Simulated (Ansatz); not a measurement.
`[SiH3]O[Si]Br` + H₂O → `O[Si]Br` + `O[SiH3]` at 298.15 K and 1 bar (formal hydrolysis of the Si–O bond).

Gas-phase electronic energies from Ansatz, PBE0-D4/def2-TZVP geometries. CBS: MP2 limit from def2 TZ/QZ plus the TZ coupled-cluster correction, frozen cores. This one scheme is used for every species. For Br outer-core shells are correlated without core-valence functions, which leaves a few kJ/mol of doubt a bond. Scalar relativity is left out up to krypton. One conformer a species, not always the lowest.

```tsv
species	CCSD(T)/CBS energy (Eh)	H − E (kJ/mol)	S (J/(mol·K))
`[SiH3]O[Si]Br`	-3228.55316	101.0	353.1
H₂O	-76.37941	66.4	188.7
`O[Si]Br`	-2938.23569	52.8	291.2
`O[SiH3]`	-366.69042	113.6	257.8
```

H − E and S are ideal-gas, rigid-rotor, harmonic terms from PBE0-D4/def2-TZVP, for one conformer and one mirror image of each species. 1 Eh = 2625.50 kJ/mol, R = 8.31446 J/(mol·K).

**Question.** By hand: ΔE, ΔH, ΔS and ΔG.

**Answer.** ΔE = (-2938.23569) + (-366.69042) − (-3228.55316) − (-76.37941) = 0.00646 Eh = 17.0 kJ/mol. Δ(H − E) = 52.8 + 113.6 − 101.0 − 66.4 = -1.0, so ΔH = 16.0 kJ/mol. ΔS = 291.2 + 257.8 − 353.1 − 188.7 = 7.2 J/(mol·K). ΔG = 16.0 − 298.15 × (7.2)/1000 = 13.9 kJ/mol.

**Question.** By hand: the equilibrium constant, and the temperature at which ΔG would vanish if ΔH and ΔS stayed fixed.

**Answer.** log₁₀ K = −ΔG/(RT ln 10) = -2.4. ΔG = 0 at ΔH/ΔS = 2222 K, though so small a ΔS makes that figure unsure.

The number of gas molecules stays the same, so ΔS is small and ΔH decides. A doubt of 5 kJ/mol in ΔE shifts log₁₀ K by 0.9 here. Other conformers and mirror images would add mixing entropy, several J/(mol·K) or more a flexible species. These are equilibria of isolated gas molecules and say nothing of rates. Largest T1 diagnostic: 0.012 (customary marks: 0.02 for closed shells, 0.045 for open ones).
